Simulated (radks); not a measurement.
Ru III, 42 electrons, occupied as [Kr] 4d6.

Calculated with a radial shooting solver on a logarithmic mesh with Libxc functionals: scalar-relativistic Kohn-Sham, PBE, spin-unpolarised, spherical densities, finite nucleus; Fermi nuclear charge, rms radius 4.4809 fm.

Energy parts (eV):
| part | energy |
|---|---|
| total | -123260.540 |
| kinetic | 127460.364 |
| electron-nucleus | -296502.856 |
| Hartree | 49395.981 |
| exchange-correlation | -3614.029 |

Orbitals (lengths in bohr, moments of r in powers of bohr; <r^-3> diverges for s and p1/2; r(max) is where P^2 peaks; r(90%) holds 90 % of the orbital's charge):
orbital,occ.,eigenvalue (eV),r(90%),<r^-3>,r(max)
1s,2,-21957.11,0.0599,-,0.02172
2s,2,-3174.441,0.225,-,0.1229
2p,6,-2845.229,0.207,3000,0.09824
3s,2,-575.7721,0.594,-,0.3616
3p,6,-467.5684,0.608,514.7,0.3549
3d,10,-293.4643,0.611,69.36,0.3011
4s,2,-96.5033,1.48,-,0.9139
4p,6,-66.4140,1.66,79.34,0.9814
4d,6,-24.1367,2.41,6.106,1.192

The highest occupied level is 4d at -24.137 eV. The electron density at the nucleus is 1.125e+05 e/bohr^3 (large components only). Summed over all electrons, <r^2> = 31.09 bohr^2, which gives a Langevin (diamagnetic) susceptibility term of -24.6 x 10^-6 cm^3/mol. The density falls to 0.001 e/bohr^3 at r = 3.49 bohr.
